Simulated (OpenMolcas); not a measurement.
# N, P, As, Sb, Bi: ns2 np3 down the group

| Property | Result |
| --- | --- |
| Program | OpenMolcas 26.06 |
| Method | RASSCF |
| Basis | ANO-R3 |
| Scalar Hamiltonian | X2C, finite nucleus |
| Spin-orbit coupling | RASSI with atomic mean-field integrals over the reference wave functions, term energies averaged over their components |

Active space for each ion: 3 electrons in 9 orbitals (RAS2 p; RAS3 s d, at most 1 electron).

Computed levels in cm-1 above 4S* 3/2:

| Level | N | P | As | Sb | Bi |
| --- | --- | --- | --- | --- | --- |
| 2D* 3/2 | 23010 | 15356 | 14504 | 12479 | 12157 |
| 2D* 5/2 | 23011 | 15362 | 14686 | 13394 | 16378 |
| 2P* 1/2 | 37992 | 25405 | 24248 | 21930 | 24613 |
| 2P* 3/2 | 37993 | 25413 | 24491 | 23198 | 32640 |
| weight of 4S* in the lowest level (%) | 100 | 100 | 100 | 98 | 79 |

Mixed levels, with the weight of the term that names them: Bi 2D* 3/2 (71 %), Bi 2P* 3/2 (70 %).

Measured, with the error of the calculation in %. Measured levels: N, P, As, Sb, Bi from NIST Handbook of Basic Atomic Spectroscopic Data.

| Level | N | P | As | Sb | Bi |
| --- | --- | --- | --- | --- | --- |
| 2D* 3/2 | 19233 (+19.6) | 11361 (+35.2) | 10593 (+36.9) | 8512 (+46.6) | 11419 (+6.5) |
| 2D* 5/2 | 19224 (+19.7) | 11377 (+35.0) | 10915 (+34.5) | 9854 (+35.9) | 15438 (+6.1) |
| 2P* 1/2 | 28839 (+31.7) | 18723 (+35.7) | 18186 (+33.3) | 16395 (+33.8) | 21661 (+13.6) |
| 2P* 3/2 | 28839 (+31.7) | 18748 (+35.6) | 18648 (+31.3) | 18464 (+25.6) | 33165 (-1.6) |

Without spin-orbit coupling 2D* lies 23010, 15360, 14625, 13040, 12571 cm-1 above 4S* in that order; the difference to the level 2D* 3/2, of either sign, comes from spin-orbit coupling, which also lowers the zero.

With the s shell closed, the reference lacks s² → p² mixing. Without dynamic correlation excited terms often stand tens of per cent too high (terms of higher spin than the ground term too low), and those without a measured partner can miss by more than the paired ones (holds for N; P; As). No level of 5s2 5p2 5d was computed, though it lies in the active space (holds for Sb). No level of 6s2 6p2 6d was computed, though it lies in the active space (holds for Bi). Measured partners are found by configuration, term and J. A level has none where our copy of the source lacks it or the pairing is in doubt (some pairs that miss far off the trend of their configuration count as doubtful), and it then counts in no deviation. Where the source uses jj or jK labels, the order within each J decides. Levels of configurations outside the active space are missing.

* marks odd parity.
